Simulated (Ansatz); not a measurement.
Ansatz (a first-principles code) input (B3LYP/3-21G): The .json file is the Basis Set Exchange's 3-21G.

Ansatz 0.2 input:
```yaml
crystal:
  periodic: [false, false, false]
  atoms:
    - {symbol: C, position_ang: [-0.57953100, -0.00171300, -0.00616400]}
    - {symbol: C, position_ang: [0.67202200, 0.00198600, 0.00714800]}
    - {symbol: H, position_ang: [1.75324300, 0.00518200, 0.01864900]}
    - {symbol: H, position_ang: [-1.15674200, 0.93590400, -0.02445500]}
    - {symbol: H, position_ang: [-1.15144900, -0.94272600, -0.00009700]}
basis:
  gaussian:
    orbitals: 3-21G.json
hamiltonian:
  xc: {name: B3LYP}
total_charge: 1
output: {forces: true}
```

Output:

```
Functional definition: B3LYP
integrals: 0.00 GiB planned
319 factors; integrals over basis functions are off by at most 9.7e-4 eV
mean field: 0.06 GiB planned
mean field evaluation 1: about -2094.3357 eV, gradient 4.8e1 eV
mean field evaluation 2: about -2093.5107 eV, gradient 4.8e1 eV
mean field evaluation 4: about -2099.6184 eV, gradient 1.2e0 eV
mean field evaluation 8: about -2099.6070 eV, gradient 2.5e-3 eV
mean field -2099.60696402 eV, -77.1591327629 hartree, gradient 3.5e-5 eV, S^2 0.000000; 0 other end points of the search recorded, 0 dependent functions left out
the calculation of the forces begins
reference -2099.60708034 eV, -77.1591370379 hartree; 7, 7 occupied and 17, 17 virtual orbitals, 319 factors
Total energy: -2099.60708034 eV, -77.1591370379 hartree
Atom 0 at    -0.579531    -0.001713    -0.006164 Å, force    -0.423247    -0.001251    -0.004502 eV/Å
Atom 1 at     0.672022     0.001986     0.007148 Å, force     0.753190     0.002226     0.008012 eV/Å
Atom 2 at     1.753243     0.005182     0.018649 Å, force    -0.019219    -0.000057    -0.000204 eV/Å
Atom 3 at    -1.156742     0.935904    -0.024455 Å, force    -0.155466     0.036377    -0.002130 eV/Å
Atom 4 at    -1.151449    -0.942726    -0.000097 Å, force    -0.155258    -0.037295    -0.001175 eV/Å
Dipole moment:     0.106878     0.000316     0.001137 e Å
```

The dipole moment of an ion depends on the origin.

The geometry given is a B3LYP-D3(BJ)/def2-TZVP minimum.
